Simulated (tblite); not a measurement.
`FC(CN(CCC)C)(F)F`. Structure optimised with GFN2-xTB, isolated species.

```
atom  x, y, z in Å
C1    -2.8134    0.8544    0.9751
C2    -1.9358   -0.0927    0.1666
C3    -0.4667    0.3267    0.2352
N4     0.3429   -0.4064   -0.7278
C5     0.5715   -1.7882   -0.3511
C6     1.5152    0.2869   -1.1788
C7     2.6136    0.5884   -0.1418
F8     2.2049    1.3943    0.8497
F9     3.1177   -0.5081    0.4424
F10    3.6513    1.2124   -0.7302
H11   -3.8536    0.5413    0.9317
H12   -2.7439    1.8678    0.5867
H13   -2.5013    0.8655    2.0170
H14   -2.2484   -0.0905   -0.8784
H15   -2.0535   -1.1054    0.5534
H16   -0.3999    1.3892   -0.0104
H17   -0.0970    0.1964    1.2643
H18    1.2200   -2.2606   -1.0865
H19   -0.3833   -2.3098   -0.3535
H20    1.0260   -1.8978    0.6420
H21    1.2240    1.2560   -1.5969
H22    1.9990   -0.3004   -1.9655
```

Work out the bond lengths C1–H12, C2–C3, C3–H16, C3–H17, N4–C6, C7–F8, C7–F10 in Å.

For C1–H12 the difference vector is (0.0695, 1.0134, -0.3884) Å, of length 1.0875 Å. C1–H12 1.088; C2–C3 1.529; C3–H16 1.093; C3–H17 1.101; N4–C6 1.435; C7–F8 1.341; C7–F10 1.346 Å.

Give the dihedral angles C6–N4–C5–H19, H21–C6–C7–F10, H14–C2–C3–H16, C1–C2–C3–H17, N4–C6–C7–F9, H13–C1–C2–H15.

C6–N4–C5–H19 -161° (antiperiplanar); H21–C6–C7–F10 -59° (synclinal); H14–C2–C3–H16 71° (synclinal); C1–C2–C3–H17 67° (synclinal); N4–C6–C7–F9 59° (synclinal); H13–C1–C2–H15 62° (synclinal). Dihedral signs follow IUPAC: positive where, seen along the central bond, the front bond turns clockwise onto the rear one.

How far apart are these pairs, which share no bond: C1···C5, C5···H21, H11···H22, H12···H21, H13···H21?

C1···C5 4.494 Å (4 bonds apart); C5···H21 3.353 Å (3 bonds apart); H11···H22 6.584 Å (6 bonds apart); H12···H21 4.570 Å (6 bonds apart); H13···H21 5.205 Å (6 bonds apart).

What is the repulsion energy of the bare nuclei, Σ ZA·ZB/RAB?

613.17 Eh over 231 pairs, with full nuclear charges and distances in bohr; the largest single term is 21.31 Eh (C7 with F9, or a pair equal to it).

What are the angles H11–C1–H12, C3–C2–H14, C1–C2–H14, C3–N4–C6, C7–C6–H22, N4–C6–H21, F8–C7–F10, F9–C7–F10?

From the scalar product of the two bond vectors; for H11–C1–H12 it is -0.3727 Å² over 1.0872 × 1.0875 Å², cos θ = -0.3153. H11–C1–H12 108.4°; C3–C2–H14 108.5°; C1–C2–H14 110.0°; C3–N4–C6 114.8°; C7–C6–H22 105.9°; N4–C6–H21 109.3°; F8–C7–F10 106.2°; F9–C7–F10 106.2°.

How far are the heavy atoms from their best plane (unweighted least squares)?

0.561 Å rms; C1 0.17, C2 0.10, C3 0.02, N4 0.48, C5 0.42, C6 0.99, C7 0.00, F8 0.55, F9 1.02, F10 0.62 Å (magnitudes).

Where is the centre of mass (commonest isotopes), and what is the radius of gyration?

Mass 155.092 u; centre at (1.033, 0.222, -0.019) Å; Rg = √(Σ m r²/M) = 2.399 Å. As Ia + Ib + Ic = 2 Σ m r², the three principal moments sum to 1785.5 u·Å².

Write the matrix of distances between heavy atoms (Å, lower triangle).

```
C1    0.000
C2    1.523  0.000
C3    2.517  1.529  0.000
N4    3.802  2.468  1.456  0.000
C5    4.494  3.071  2.428  1.450  0.000
C6    4.868  3.723  2.435  1.435  2.425  0.000
C7    5.547  4.610  3.114  2.547  3.140  1.540  0.000
F8    5.049  4.452  2.942  3.033  3.773  2.412  1.341  0.000
F9    6.109  5.078  3.686  3.013  2.958  2.414  1.341  2.149  0.000
F10   6.695  5.807  4.321  3.683  4.317  2.371  1.346  2.150  2.149  0.000
```

Its GFN2-xTB frequencies are all real (lowest 16 cm⁻¹). One conformer, not necessarily the lowest.

These are computed values.
